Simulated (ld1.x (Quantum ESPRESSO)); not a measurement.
# u(r) = r·R(r): atom against pseudo-atom (phosphorus (P))

Columns: radius, all-electron u(r) and pseudo u(r) of the 3s shell (level -28.39 eV) of phosphorus in the configuration [Ne] 3s2 3p1.5; PBE, non-relativistic, ultrasoft scheme, ld1.x (Quantum ESPRESSO) 7.5.

```
r (bohr)  all-electron  pseudo
   0.100        0.1281  0.0071
   0.200       -0.1962  0.0199
   0.300       -0.3792  0.0435
   0.400       -0.3834  0.0815
   0.500       -0.2708  0.1357
   0.600       -0.1011  0.2059
   0.700        0.0848  0.2896
   0.800        0.2624  0.3825
   0.900        0.4189  0.4791
   1.000        0.5488  0.5731
   1.100        0.6513  0.6582
   1.200        0.7280  0.7289
   1.300        0.7809  0.7809
   1.400        0.8127  0.8127
   1.500        0.8262  0.8262
   1.600        0.8245  0.8245
   1.700        0.8104  0.8104
   1.800        0.7866  0.7866
   1.900        0.7556  0.7556
   2.000        0.7193  0.7193
   2.100        0.6795  0.6795
   2.200        0.6376  0.6376
   2.300        0.5949  0.5949
   2.400        0.5522  0.5522
   2.500        0.5103  0.5103
   2.600        0.4698  0.4698
```

(1) How many radial nodes do the two functions have?

(2) At about which radius was the pseudo-wave matched?

(3) Is the pseudo-wave norm-conserving?

Results:

(1) The all-electron 3s function has n − l − 1 = 2; the pseudo-wave has 0, since the states of the same l below it are removed with the core.

(2) 1.30 bohr, where the columns begin to agree (steps of 0.10 bohr).

(3) No, it belongs to an ultrasoft set: the norm inside the radius is not constrained, and the difference is carried by the augmentation charge.
